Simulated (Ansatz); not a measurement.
Cost and result for the atomization energy of CH10N2Si2 (`C[SiH](N)[SiH2]N`) (15 atoms, 14 bonds).

```tsv
atom	x (Å)	y (Å)	z (Å)
C1	2.1891	-0.5168	0.4277
Si2	0.5298	0.3367	0.5461
N3	0.6937	1.9642	-0.0296
Si4	-1.1102	-0.9242	-0.5744
N5	-2.6503	-0.1782	-0.3004
H6	2.5199	-0.5875	-0.6121
H7	2.9452	0.0365	0.9892
H8	2.1324	-1.5325	0.8268
H9	0.1032	0.4545	1.9741
H10	-0.0688	2.5985	0.1568
H11	1.0082	2.0945	-0.9800
H12	-1.0324	-2.3716	-0.1812
H13	-0.8833	-0.8995	-2.0500
H14	-2.9313	0.0042	0.6506
H15	-3.4450	-0.4788	-0.8435
```

The species carries charge 0 and has multiplicity 1. Geometry: relaxed with PBE0-D4/def2-TZVP. It is one conformer, not always the lowest. Program: Ansatz. All runs use 2 threads of an AMD EPYC 7R13 on a shared host and a share of an NVIDIA H100 80 GB. Times are those of one run each, without the atoms' runs, and a repeat can differ threefold. Electronic energies, without spin–orbit coupling; frozen cores. CCSD(T)/CBS adds CCSD(T) − MP2 in def2-TZVPP to the MP2 limit, and its time is that of the two runs behind it. T1 = 0.011. B3LYP takes the VWN-RPA correlation (the form of Gaussian; ORCA's B3LYP/G).

CCSD(T)/CBS is a level of theory with its own doubt, some kJ/mol a heavy atom from the limit and from the frozen cores, so smaller differences don't rank the functionals.

| level | functions | wall time | atomization (kJ/mol) | difference from CCSD(T)/CBS | per bond |
| --- | --- | --- | --- | --- | --- |
| B3LYP-D4/def2-TZVPP (with forces) | 317 | 8 s | 5143.4 | 11.8 | 0.8 |
| r2SCAN-D4/def2-TZVPP (with forces) | 317 | 8 s | 5107.8 | -23.8 | -1.7 |
| PBE-D4/def2-TZVPP (with forces) | 317 | 8.5 s | 5163.9 | 32.3 | 2.3 |
| B2PLYP/def2-TZVPP | 317 | 8.5 s | 5066.1 | -65.5 | -4.7 |
| ωB97X-V/def2-TZVPP | 317 | 10 s | 5159.7 | 28.1 | 2.0 |
| PBE0-D4/def2-TZVPP | 317 | 12 s | 5102.1 | -29.5 | -2.1 |
| ωB97M-V/def2-TZVPP (with forces) | 317 | 13 s | 5143.7 | 12.1 | 0.9 |
| CCSD(T)/def2-TZVPP | 317 | 13 s | 4980.6 | -151.0 | -10.8 |
| MP2/def2-QZVPP | 611 | 16 s | 5084.0 | -47.6 | -3.4 |
| CCSD(T)/CBS(def2) | – | 29 s | 5131.6 | 0.0 | 0.0 |

From PBE to PBE0 (25 % exact exchange), in def2-TZVPP and without D4, the atomization energy moves by −57.2 kJ/mol: exact exchange takes away binding that semilocal exchange gives to molecules. In def2-TZVPP, CCSD(T) changes the Hartree–Fock value by +1281.7 kJ/mol (the triples alone add +60.4 kJ/mol) and MP2 by +1294.7 kJ/mol; breaking electron pairs costs correlation energy, which Hartree–Fock lacks. The D4 term adds +51.3 kJ/mol with B3LYP and +27.5 kJ/mol with PBE0; it sums over pairs of atoms, weighted by their polarisabilities, and B3LYP, whose exchange is more repulsive, gets the larger term.
